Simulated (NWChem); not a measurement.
System: CHAlClNO$_{2}$; SMILES [Al]([N]=C=O)([Cl])[OH]

NWChem input:

```
start job
memory heap 200 mb stack 900 mb global 1100 mb
geometry units angstroms noautosym nocenter noautoz
  Al    -0.407739     0.625174    -0.000101
  Cl     1.207865     1.934541     0.000973
  N     -0.121303    -1.115701     0.000373
  C      0.139482    -2.288610     0.000150
  O      0.383407    -3.429527    -0.000066
  O     -1.956182     1.286605    -0.001410
  H     -2.788171     0.811796    -0.001987
end
basis spherical
  * library 6-311g**
end
dft
  xc b3lyp
  iterations 150
end
property
  shielding
end
task dft property
```

Excerpt of the output:

```
             Northwest Computational Chemistry Package (NWChem) 7.3.0
             --------------------------------------------------------

                             Geometry "geometry" -> ""
                             -------------------------

 Output coordinates in angstroms (scale by  1.889725989 to convert to a.u.)

  No.       Tag          Charge          X              Y              Z
 ---- ---------------- ---------- -------------- -------------- --------------
    1 Al                  13.0000    -0.40773900     0.62517400    -0.00010100
    2 Cl                  17.0000     1.20786500     1.93454100     0.00097300
    3 N                    7.0000    -0.12130300    -1.11570100     0.00037300
    4 C                    6.0000     0.13948200    -2.28861000     0.00015000
    5 O                    8.0000     0.38340700    -3.42952700    -0.00006600
    6 O                    8.0000    -1.95618200     1.28660500    -0.00141000
    7 H                    1.0000    -2.78817100     0.81179600    -0.00198700

 Effective nuclear repulsion energy (a.u.)     297.6053495447

                              NWChem Property Module
                              ----------------------

  itol2e modified to match energy
  convergence criterion.

                                 NWChem DFT Module
                                 -----------------

 Summary of "ao basis" -> "ao basis" (spherical)
 ------------------------------------------------------------------------------
       Tag                 Description            Shells   Functions and Types
 ---------------- ------------------------------  ------  ---------------------
 Al                         6-311g**                12       26   6s5p1d
 Cl                         6-311g**                12       26   6s5p1d
 N                          6-311g**                 8       18   4s3p1d
 C                          6-311g**                 8       18   4s3p1d
 O                          6-311g**                 8       18   4s3p1d
 H                          6-311g**                 4        6   3s1p

  itol2e modified to match energy
  convergence criterion.

            General Information
            -------------------
          SCF calculation type: DFT
          Wavefunction type:  closed shell.
          No. of atoms     :     7
          No. of electrons :    60
           Alpha electrons :    30
            Beta electrons :    30
          Charge           :     0
          Spin multiplicity:     1
          Use of symmetry is: off; symmetry adaption is: off
          Maximum number of iterations: 150
          AO basis - number of functions:   130
                     number of shells:    60
          Convergence on energy requested:  1.00D-07
          Convergence on density requested:  1.00D-05
          Convergence on gradient requested:  5.00D-04

              XC Information
              --------------
                         B3LYP Method XC Potential
                     Hartree-Fock (Exact) Exchange  0.200
                        Slater Exchange Functional  0.800 local
                    Becke 1988 Exchange Functional  0.720 non-local
              Lee-Yang-Parr Correlation Functional  0.810
                  VWN I RPA Correlation Functional  0.190 local

             Grid Information
             ----------------
          Grid used for XC integration:  fine
          Radial quadrature: Mura-Knowles
          Angular quadrature: Lebedev.
          Tag              B.-S. Rad. Rad. Pts. Rad. Cut. Ang. Pts.
          ---              ---------- --------- --------- ---------
          Al                  1.25      123          10.0       770
          Cl                  1.00      123          12.0       770
          N                   0.65       70          10.0       590
          C                   0.70       70          12.0       590
          O                   0.60       70          13.0       590
          H                   0.35       60          12.0       590
          Grid pruning is: on
          Number of quadrature shells:   586
          Spatial weights used:  Erf1

      Superposition of Atomic Density Guess
      -------------------------------------

 Sum of atomic energies:        -943.37853723

      Non-variational initial energy
      ------------------------------

 Total energy =    -945.299776
 1-e energy   =   -1894.464876
 2-e energy   =     651.559750
 HOMO         =      -0.399371
 LUMO         =      -0.033376

   convergence    iter        energy       DeltaE   RMS-Dens  Diis-err
 ---------------- ----- ----------------- --------- --------- ---------
 d= 0,ls=0.0,diis     1   -946.6786845522 -1.24D+03  1.00D-02  2.35D+00
 d= 0,ls=0.0,diis     2   -946.4922012657  1.86D-01  7.13D-03  3.85D+00
 d= 0,ls=0.0,diis     3   -946.8121635023 -3.20D-01  2.50D-03  3.79D-01
 d= 0,ls=0.0,diis     4   -946.8285170579 -1.64D-02  1.32D-03  1.67D-01
 d= 0,ls=0.0,diis     5   -946.8444590303 -1.59D-02  3.46D-04  5.76D-03
  Resetting Diis
 d= 0,ls=0.0,diis     6   -946.8450607609 -6.02D-04  8.60D-05  4.12D-04
 d= 0,ls=0.0,diis     7   -946.8450991085 -3.83D-05  5.61D-05  4.35D-05
 d= 0,ls=0.0,diis     8   -946.8450890573  1.01D-05  3.63D-05  1.46D-04
 d= 0,ls=0.0,diis     9   -946.8451030753 -1.40D-05  6.94D-06  3.83D-06
 d= 0,ls=0.0,diis    10   -946.8451033906 -3.15D-07  2.01D-06  3.58D-07
 d= 0,ls=0.0,diis    11   -946.8451034255 -3.50D-08  2.56D-07  1.79D-09

         Total DFT energy =     -946.845103425530
      One electron energy =    -1898.482165201985
           Coulomb energy =      731.039107265966
    Exchange-Corr. energy =      -77.007395034251
 Nuclear repulsion energy =      297.605349544740

 Numeric. integr. density =       59.999999916400

                       DFT Final Molecular Orbital Analysis
                       ------------------------------------

 Vector   28  Occ=2.000000D+00  E=-3.407308D-01
              MO Center= -1.6D-01,  1.6D+00, -5.6D-05, r^2= 3.5D+00
   Bfn.  Coefficient  Atom+Function         Bfn.  Coefficient  Atom+Function
  ----- ------------  ---------------      ----- ------------  ---------------
    44      0.426794  2 Cl pz               119     -0.302964  6 O  pz
    47      0.279243  2 Cl pz               115     -0.272063  6 O  pz
    35     -0.260560  2 Cl pz                41      0.193340  2 Cl pz
   111     -0.194027  6 O  pz                25     -0.072019  1 Al d  1
    38     -0.063793  2 Cl pz                21     -0.047885  1 Al pz

 Vector   29  Occ=2.000000D+00  E=-3.213173D-01
              MO Center= -3.6D-03, -1.7D+00,  1.8D-04, r^2= 3.1D+00
   Bfn.  Coefficient  Atom+Function         Bfn.  Coefficient  Atom+Function
  ----- ------------  ---------------      ----- ------------  ---------------
    65      0.349710  3 N  pz                61      0.293390  3 N  pz
    97     -0.265441  5 O  pz               101     -0.264681  5 O  pz
    57      0.208153  3 N  pz                93     -0.187485  5 O  pz
   119     -0.113933  6 O  pz                44     -0.101108  2 Cl pz
   115     -0.097425  6 O  pz               111     -0.070296  6 O  pz

 Vector   30  Occ=2.000000D+00  E=-3.145729D-01
              MO Center=  8.4D-02, -1.4D+00,  1.9D-04, r^2= 4.3D+00
   Bfn.  Coefficient  Atom+Function         Bfn.  Coefficient  Atom+Function
  ----- ------------  ---------------      ----- ------------  ---------------
    63      0.328164  3 N  px                59      0.281100  3 N  px
    99     -0.249015  5 O  px                95     -0.247371  5 O  px
    55      0.197779  3 N  px                43      0.192663  2 Cl py
    91     -0.174895  5 O  px                34     -0.115921  2 Cl py
    46      0.108633  2 Cl py               118     -0.105820  6 O  py

 Vector   31  Occ=0.000000D+00  E=-4.034879D-02
              MO Center= -6.1D-01,  6.7D-01, -1.3D-03, r^2= 4.9D+00
   Bfn.  Coefficient  Atom+Function         Bfn.  Coefficient  Atom+Function
  ----- ------------  ---------------      ----- ------------  ---------------
     6      1.328658  1 Al s                 32     -0.427838  2 Cl s
   116     -0.414254  6 O  s                 62     -0.358334  3 N  s
    45      0.291032  2 Cl px                46      0.245335  2 Cl py
    16      0.220476  1 Al px               127      0.196778  7 H  s
     5      0.189404  1 Al s                 64     -0.181255  3 N  py

 Vector   32  Occ=0.000000D+00  E=-3.546935D-02
              MO Center= -2.9D-01,  5.1D-03,  1.1D-03, r^2= 5.2D+00
   Bfn.  Coefficient  Atom+Function         Bfn.  Coefficient  Atom+Function
  ----- ------------  ---------------      ----- ------------  ---------------
    18      0.523468  1 Al pz                21      0.393484  1 Al pz
    83     -0.248874  4 C  pz                15      0.223690  1 Al pz
    79     -0.215350  4 C  pz               119     -0.210403  6 O  pz
    47     -0.201796  2 Cl pz               101      0.200512  5 O  pz
    44     -0.151508  2 Cl pz                75     -0.127454  4 C  pz

[...]

          -----------------------------------------
          Chemical Shielding Tensors (GIAO, in ppm)
          -----------------------------------------

                                NWChem CPHF Module
                                ------------------

  scftype          =     RHF
  nclosed          =       30
  nopen            =        0
  variables        =     3000
  # of vectors     =        3
  tolerance        = 0.10D-03
  level shift      = 0.00D+00
  max iterations   =       50
  max subspace     =       30

 SCF residual:    2.7031723544303636E-005

Iterative solution of linear equations
  No. of variables     3000
  No. of equations        3
  Maximum subspace       30
        Iterations       50
       Convergence  1.0D-04

   iter   nsub   residual    time
   ----  ------  --------  ---------
     1      3    2.83D-01      65.5
     2      6    1.26D-02      76.6
     3      9    7.15D-04      87.7
     4     12    3.90D-05      98.7

      Atom:    1  Al
        Diamagnetic
    799.2897      2.2651      0.0025
      2.2651    799.1621      0.0015
      0.0025      0.0015    795.5232

        Paramagnetic
   -285.4947     10.2308      0.0835
     10.2308   -337.7601      0.0068
      0.0835      0.0068   -394.7348

        Total Shielding Tensor
    513.7950     12.4959      0.0860
     12.4959    461.4021      0.0083
      0.0860      0.0083    400.7884

           isotropic =     458.6618
          anisotropy =      86.9413

          Principal Components and Axis System
                 1           2           3
              516.6227    458.5744    400.7884

      1         0.9753     -0.2207     -0.0008
      2         0.2207      0.9753      0.0000
      3         0.0007     -0.0002      1.0000

      Atom:    2  Cl
        Diamagnetic
   1150.1892      3.6821      0.0027
      3.6821   1149.3556      0.0024
      0.0027      0.0024   1146.0280

        Paramagnetic
   -136.5584     84.0197      0.0453
     84.0197   -125.7626      0.0531
      0.0453      0.0531   -205.6291

        Total Shielding Tensor
   1013.6309     87.7018      0.0480
     87.7018   1023.5930      0.0555
      0.0480      0.0555    940.3989

           isotropic =     992.5409
          anisotropy =     170.8713

          Principal Components and Axis System
                 1           2           3
             1106.4551    940.3989    930.7688

      1         0.6868     -0.0005      0.7269
      2         0.7269     -0.0001     -0.6868
      3         0.0004      1.0000      0.0003

      Atom:    3  N
        Diamagnetic
    314.3682     -7.5926      0.0010
     -7.5926    355.3544     -0.0027
      0.0010     -0.0027    311.8413

        Paramagnetic
   -144.9471    -22.6950     -0.0034
    -22.6950    -17.1201      0.0328
     -0.0034      0.0328   -153.4718

        Total Shielding Tensor
    169.4211    -30.2876     -0.0024
    -30.2876    338.2343      0.0301
     -0.0024      0.0301    158.3695

           isotropic =     222.0083
          anisotropy =     182.2433

          Principal Components and Axis System
                 1           2           3
              343.5039    164.1515    158.3695

      1        -0.1714      0.9852     -0.0005
      2         0.9852      0.1714     -0.0002
      3         0.0002      0.0005      1.0000

      Atom:    4  C
        Diamagnetic
    245.6172     -8.9313     -0.0011
     -8.9313    287.6518      0.0061
     -0.0011      0.0061    243.4025

        Paramagnetic
   -284.8196    -59.1234     -0.0109
    -59.1234    -19.2953      0.0423
     -0.0109      0.0423   -294.6067

        Total Shielding Tensor
    -39.2024    -68.0547     -0.0120
    -68.0547    268.3566      0.0484
     -0.0120      0.0484    -51.2042

           isotropic =      59.3166
          anisotropy =     335.1386

          Principal Components and Axis System
                 1           2           3
              282.7424    -53.5882    -51.2042

      1        -0.2068      0.9784     -0.0007
      2         0.9784      0.2068     -0.0003
      3         0.0001      0.0007      1.0000

      Atom:    5  O
        Diamagnetic
    391.1471     -5.2916     -0.0010
     -5.2916    415.6560      0.0047
     -0.0010      0.0047    389.9351

        Paramagnetic
   -289.9873    -55.6473     -0.0200
    -55.6473    -32.5155      0.0285
     -0.0200      0.0285   -285.0588

        Total Shielding Tensor
    101.1597    -60.9389     -0.0209
    -60.9389    383.1405      0.0333
     -0.0209      0.0333    104.8763

           isotropic =     196.3922
          anisotropy =     299.0314

          Principal Components and Axis System
                 1           2           3
              395.7465    104.8763     88.5538

      1        -0.2026     -0.0008      0.9793
      2         0.9793     -0.0003      0.2026
      3         0.0001      1.0000      0.0008

      Atom:    6  O
        Diamagnetic
    411.5644     -2.1431      0.0334
     -2.1431    378.7563     -0.0031
      0.0334     -0.0031    369.2771

        Paramagnetic
    -88.0557    -30.7141     -0.0142
    -30.7141   -102.7625     -0.0191
     -0.0142     -0.0191    -68.7116

        Total Shielding Tensor
    323.5087    -32.8571      0.0191
    -32.8571    275.9938     -0.0222
      0.0191     -0.0222    300.5655

           isotropic =     300.0227
          anisotropy =      60.4124

          Principal Components and Axis System
                 1           2           3
              340.2976    300.5655    259.2049

      1         0.8905     -0.0007      0.4550
      2        -0.4550      0.0001      0.8905
      3         0.0007      1.0000      0.0003

      Atom:    7  H
        Diamagnetic
     44.6960      7.2763      0.0184
      7.2763     25.3710      0.0049
      0.0184      0.0049     19.7907

        Paramagnetic
     -2.7412     -2.0850     -0.0041
     -2.0850     -0.0282     -0.0013
     -0.0041     -0.0013      2.6070

        Total Shielding Tensor
     41.9548      5.1913      0.0142
      5.1913     25.3429      0.0036
      0.0142      0.0036     22.3978

           isotropic =      29.8985
          anisotropy =      20.3178

          Principal Components and Axis System
                 1           2           3
               43.4437     23.8540     22.3977

      1         0.9612     -0.2757     -0.0008
      2         0.2757      0.9612      0.0001
      3         0.0007     -0.0003      1.0000
```

Level: B3LYP/6-311G** (spherical d), GIAO. Structure relaxed at the PBE0/def2-SVP level. The printed shielding anisotropy is the first printed principal value minus the mean of the other two.
